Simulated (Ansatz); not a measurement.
`C[O][Al]([F])[F]` and `[F][Al]([F])[Br]` differ in one atom or group.

Ansatz, PBE0-D4/def2-TZVP geometries, multiplicity 1. Each molecule was computed in one conformer, which needn't be the lowest.

Scalar relativity is left out up to krypton. Spin–orbit coupling is left out; it splits and shifts lone-pair levels of the heavy atoms by tenths of an eV.

```json
{"property": "size of the dipole moment (PBE/def2-TZVPP) / D", "`C[O][Al]([F])[F]`": "2.02"}
{"property": "size of the dipole moment (ωB97M-V/def2-TZVPP) / D", "`C[O][Al]([F])[F]`": "2.08"}
{"property": "ideal-gas entropy at 298 K and 1 bar (rigid rotor, harmonic PBE0-D4/def2-TZVP) / J/(mol·K)", "`C[O][Al]([F])[F]`": "346"}
{"property": "HOMO–LUMO gap (B3LYP/def2-TZVPP) / eV", "`C[O][Al]([F])[F]`": "7.19"}
{"property": "HOMO–LUMO gap (PBE0/def2-TZVPP) / eV", "`C[O][Al]([F])[F]`": "7.77"}
{"property": "size of the dipole moment (B3LYP/def2-TZVPP) / D", "`C[O][Al]([F])[F]`": "2.11"}
```

Problem. Give the same properties after the change, and the shifts. (An estimate is asked.)

Solution. Ansatz gave: 
```tsv
property	`[F][Al]([F])[Br]`	shift
size of the dipole moment (PBE/def2-TZVPP) / D	0.67	-1.35
size of the dipole moment (ωB97M-V/def2-TZVPP) / D	0.59	-1.49
ideal-gas entropy at 298 K and 1 bar (rigid rotor, harmonic PBE0-D4/def2-TZVP) / J/(mol·K)	311	-35
HOMO–LUMO gap (B3LYP/def2-TZVPP) / eV	7.16	-0.03
HOMO–LUMO gap (PBE0/def2-TZVPP) / eV	7.78	0.01
size of the dipole moment (B3LYP/def2-TZVPP) / D	0.67	-1.44
```

The zero-point energy changes by -108.0 kJ/mol with -12 modes. Dipoles are sizes alone; their direction can turn.

B3LYP here is the variant with VWN-RPA as its local correlation; programs differ in this.
